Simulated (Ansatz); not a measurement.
The cluster K6⁻. Charge -1, multiplicity 2. Geometry r2SCAN/def2-SVPD; atoms count from 1.

```tsv
atom	x (Å)	y (Å)	z (Å)
K1	3.070	1.231	2.083
K2	-3.010	0.136	0.061
K3	-1.236	-3.224	-2.415
K4	-0.602	3.774	0.630
K5	0.607	-2.385	1.639
K6	1.171	0.469	-1.999
```

The geometry of the doublet was relaxed on an unsound state (⟨S²⟩ 1.35, where a pure state has 0.75). Another isomer (doublet) lies 0.07 eV lower at PBE0/def2-TZVPD; other spin states weren't run for this one.

Problem. Estimate the Mulliken populations from the PBE0/def2-TZVPD orbitals of Ansatz.

Solution. 
```tsv
atom	charge (e)	spin (α − β)
K1	-0.19	-0.09
K2	-0.15	0.28
K3	-0.21	0.14
K4	-0.18	-0.10
K5	-0.13	0.31
K6	-0.13	0.46
```
Mulliken values and Mayer orders depend strongly on the basis. With diffuse functions, as here, like atoms can get unlike values, and bond orders can come out too low or too high.

Problem. Where does the spin sit?

Solution. Summed by element: K 1.00, of 1 unpaired in all. Largest on single atoms: K6 0.46, K5 0.31, K2 0.28.

Problem. And the Mayer bond orders between bonded heavy atoms (over 0.3)?

Solution. K1–K5 0.44 (4.40 Å); K1–K6 0.36 (4.57 Å); K2–K3 0.35 (4.54 Å); K2–K4 0.45 (4.40 Å); K3–K5 0.35 (4.53 Å); K3–K6 0.43 (4.43 Å); K4–K6 0.35 (4.58 Å).
